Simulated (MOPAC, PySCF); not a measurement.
CH₃NOSi, SMILES `N#C[SiH2]O` (C–Si–O–H torsion 58°), neutral singlet in the gas phase. 

Cartesian coordinates (Å):
SMILES: N#C[SiH2]O
```xyz
7

N      2.2442    -1.1182     0.5945
C      1.3263    -0.4921     0.2904
Si    -0.1700     0.5079    -0.1694
O     -1.4340    -0.4804    -0.4672
H      0.1312     1.2268    -1.4195
H     -0.3939     1.4243     0.9712
H     -1.7351    -1.0782     0.2187
```
Charge 0, multiplicity 1.

All levels are single points at this geometry (PBE0-D4/def2-TZVP); Pople sets use spherical d functions. Orbital energies aren't observables, and empty levels follow the basis.

```csv
level,HOMO (eV),LUMO (eV),gap (eV),dipole (D),"vertical IE, Delta-SCF (eV)"
PBE-D3(BJ)/def2-TZVP in PySCF,-8.10,-2.10,6.00,3.04,–
PBE0-D4/def2-TZVP in PySCF,-9.61,-1.16,8.44,3.09,–
B3LYP/6-311+G** in PySCF,-9.44,-1.54,7.90,3.03,–
B3LYP/6-31G* in PySCF,-9.11,-0.98,8.13,2.94,11.62
B3LYP/LANL2DZ in PySCF,-9.26,-1.15,8.11,2.92,–
M06-2X/6-31G* in PySCF,-10.77,0.16,10.93,2.97,–
PBE/6-31G* in PySCF,-7.77,-1.71,6.06,2.90,–
HF/6-31G* in PySCF,-12.76,2.69,15.44,3.09,11.28
HF/STO-3G in PySCF,-10.30,9.34,19.64,2.91,–
AM1 in MOPAC,-11.72,0.66,12.38,2.29,–
PM3 in MOPAC,-10.75,0.16,10.90,3.10,–
PM6 in MOPAC,-11.51,-0.68,10.83,3.05,–
PM7 in MOPAC,-12.31,-0.10,12.21,2.98,–
```
